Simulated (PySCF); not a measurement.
C2F3, SMILES F[C]=C(F)F (connectivity only; charge and spin as stated), charge +1, multiplicity 1.

Coordinates come from a B3LYP-D3(BJ)/def2-SVP optimisation. The spin state was assumed, not searched. The isomer is the one that the SMILES or the coordinates give; other isomers of the formula were not compared.

These are PySCF with B3LYP-D3(BJ)/def2-SVP values and carry that method's errors.

Frequencies are harmonic and unscaled.

```
mode  ν (cm⁻¹)  IR (km/mol)  moving atoms (share of kinetic energy)
----  --------  -----------  --------------------------------------
1          161          5.1                          F 81 %, C 19 %
2          298         35.3                          C 51 %, F 49 %
3          483          1.0                          F 70 %, C 30 %
4          488          1.1                          C 70 %, F 30 %
5          615         21.4                          C 80 %, F 20 %
6          841         13.9                          F 72 %, C 28 %
7         1403        465.3                          C 64 %, F 36 %
8         1520        309.1                          C 69 %, F 31 %
9         1739         30.8                          C 78 %, F 22 %
```
